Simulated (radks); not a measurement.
Question: The lithium ion Li2+, 1s1. All-electron calculation, non-relativistic Kohn-Sham, PBE, spin-polarised, spherical densities, point nucleus. Program: a radial shooting solver on a logarithmic mesh with Libxc functionals. Every spin shell is full or empty, so the densities are truly spherical. Functionals are evaluated on that one density, not self-consistently. Rank these exchange functionals by their error against the exact value of the orbitals, and give that value: LDA, B88, PBEsol, revPBE, RPBE, PW91, OPTX, WC, AM05, SOGGA, B86b, TPSS, revTPSS, SCAN, Tao-Mo.

Answer: Exact: -0.931374 hartree. From best to worst, with 100 (|E| - |E exact|)/|E exact| (equal figures are ties): revTPSS +0.06, SCAN +0.07, TPSS +0.07, Tao-Mo +0.10, RPBE -0.26, revPBE -0.48, OPTX -0.50, B88 -0.74, B86b -1.00, PW91 -1.65, WC -3.92, PBEsol -6.22, SOGGA -6.45, AM05 -10.95, LDA -14.16.
